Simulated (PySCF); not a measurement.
## Basis-set dependence of LiSn⁺ at MP2

PySCF, UHF reference; triplet, unpaired electrons σ ↑, π ↑; De to Li⁺ + Sn without counterpoise correction. Frozen cores follow the default of each basis and core potential.

```
             basis                           relativity  functions  Re (Å)  ωe (cm⁻¹)  De (eV)  frozen orbitals
          def2-SVP  scalar-relativistic core potentials         35   3.061        207     0.72                4
cc-pVDZ/cc-pVDZ-PP  scalar-relativistic core potentials         37   3.018        235     0.84                4
         def2-SVPD  scalar-relativistic core potentials         44   3.079        203     0.74                4
```

(1) How does each smaller set differ from the one with most functions, def2-SVPD?

Correlated steps freeze 4 core orbitals. Correlated levels converge slowly with the basis: in double zeta they bind strong bonds too weakly, by up to about 1 eV, and carry superposition errors of some tenths. These are scalar-relativistic numbers at best; spin–orbit coupling would shift them, the dissociation energy most. For an ion De counts to the pair picked by the measured ionisation energies or electron affinities, which need not be the lowest pair at this level. The state is the lowest determinant that a PBE0 search found; another state may lie lower at other levels.

Results:

(1) def2-SVP: -1.8 pm, +2.0 % in ωe, -0.02 eV in De; cc-pVDZ/cc-pVDZ-PP: -6.1 pm, +15.8 % in ωe, +0.10 eV in De. All at MP2; the set with most functions is neither the basis-set limit nor always the best.
